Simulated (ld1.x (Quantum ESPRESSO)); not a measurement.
**Re (Z = 75): one change to a TM potential, before and after**

* Element: rhenium (Re)
* Generator: ld1.x (Quantum ESPRESSO) 7.5
* Type: norm-conserving Troullier–Martins (Kleinman–Bylander form)
* Functional: PBEsol
* Relativity: fully relativistic
* Frozen core: [Kr] 4d10 4f14 5s2
* Valence charge: 13
* Reference configuration: 5p6 5d5 6s2 6p0
* Partial waves: 6s (bound): rc 2.30 bohr; 5p (bound): rc 1.55 bohr; 5d (bound): rc 2.65 bohr
* Local potential: all-electron potential smoothed inside 2.40 bohr (lloc = -1)
* Core correction: none

Open shells are filled in proportion to 2j + 1 (rel_dist='average').

All-electron outer shells of the reference configuration (PBEsol, scalar-relativistic, ld1.x):

```tsv
shell	level (eV)	outermost node (bohr)	outermost maximum (bohr)
5s	-85.29	0.52	0.93
5p	-47.03	0.56	1.06
4f	-42.34	–	0.41
6s	-5.98	1.24	2.57
5d	-5.40	0.62	1.43
6p	-1.29	1.48	3.61
```

Change: wave 5p (bound): rc 1.55 bohr becomes 5p (bound): rc 1.92 bohr.

Cutoffs: the cutoffs (Ry, on a coarse ladder) from which the occupation-weighted sum of valence levels, in a spherical-Bessel basis at the reference potential, stays within 10 and 1 mRy of its value at 400 Ry; they do not see the model core or the augmentation charge, which bear on the density cutoff. Errors are all-electron minus pseudo energies relative to the spin-unpolarised reference configuration.

**Question.** How do hardness, ghosts and transferability respond?

**Answer.** The potential gets softer (55 Ry and 100 Ry → 30 Ry and 50 Ry); both files keep a bound ghost (s); of the 6 tests that both files solve, the error grows in 0 and shrinks in 1 by more than 15 % and 0.3 meV (median size 13.2 → 12.8 meV). A larger radius leaves more room for a smooth pseudo-wave, so fewer plane waves are needed.

```csv
quantity,base,changed
"cutoff, loose",55 Ry,30 Ry
"cutoff, tight",100 Ry,50 Ry
loose cutoff by channel (10 mRy a level),"s 6 Ry, p 45 Ry, d 25 Ry","s 6 Ry, p 25 Ry, d 25 Ry"
bound ghosts,s,s
"tests counted (converged, no solver errors)",6 of 7,6 of 7
"error for 5p6 5d5 6s1 6p0, meV [ΔE 9.30 eV]",+1.2,+1.3
"error for 5p6 5d5 6s0 6p0, meV [ΔE 25.65 eV]",-23,-23
"error for 5p6 5d4 6s0 6p0, meV [ΔE 52.79 eV]",+3.3,+2.8
"error for 5p6 5d5 6s1 6p1, meV [ΔE 4.80 eV]",-136,-118
"error for 5p6 5d5 6s1.5 6p0, meV [ΔE 3.81 eV]",+0.4,+0.5
"error for 5p6 5d5 6s0 6p2, meV [ΔE 9.86 eV]",-327,-285
s: phases at 2.90 bohr within 0.05 rad from the reference energy up to (Ry; the scan ends near 5),-0.2,-0.2
p1/2: phases at 2.90 bohr within 0.05 rad from the reference energy up to (Ry; the scan ends near 5),-0.4,-0.4
p3/2: phases at 2.90 bohr within 0.05 rad from the reference energy up to (Ry; the scan ends near 5),-0.1,0.0
d3/2: phases at 2.90 bohr within 0.05 rad from the reference energy up to (Ry; the scan ends near 5),1.5,1.5
d5/2: phases at 2.90 bohr within 0.05 rad from the reference energy up to (Ry; the scan ends near 5),1.6,1.6
```

Base: Tests not counted: 5p6 5d6 6s1 6p0 (solver errors, printed error -944 eV). ld1.x printed “convergence not achieved” for 3 of the counted tests; their residual had stalled under 1e-8, short of the target of 1e-14. Changed file: Tests not counted: 5p6 5d6 6s1 6p0 (solver errors, printed error +4.3 eV). ld1.x printed “convergence not achieved” for 3 of the counted tests; their residual had stalled under 1e-8, short of the target of 1e-14. A true bound ghost makes a file unfit for plane-wave use even where its test errors are small: the radial tests pick states by their node count and pass the ghost by. Where a test does run into it, the solver fails or the error is huge.
